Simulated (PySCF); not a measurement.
Co(23+): ionisation energy

Co(23+) [He] 2s2 (1S) → Co(24+) [He] 2s1 (2S), as a difference of total energies. Computed with PySCF 2.14 in an uncontracted even-tempered set (19 s from 6 bohr⁻², ratio 2.2; 8 p from 9.3 bohr⁻², ratio 2.4; 6 d from 28 bohr⁻², ratio 2.4; 5 f from 42 bohr⁻², ratio 2.4; 4 g from 63 bohr⁻², ratio 2.4), with scalar relativity by spin-free X2C-1e. Correlated levels: nothing frozen; virtual orbitals above 40 to 60 times the deepest correlated orbital energy dropped. The calculations carry no spin-orbit coupling.

```tsv
method	ionisation energy (eV)
UHF	2113.3
LDA	2112.6
PBE	2116.7
PBE0	2116.2
r2SCAN	2113.1
BP86	2116.9
r2SCANh	2113.3
MP2 (all electrons)	2117.9
SCS-MP2 (all electrons)	2118.8
```

Q: How much does correlation contribute at MP2 (all electrons)?

A: 2117.9 − (2113.3) = 4.6 eV, measured against UHF.

For comparison: 2119.4 ± 1.9 eV (semi-empirical (NIST evaluation); NIST Atomic Spectra Database, ionization energies).
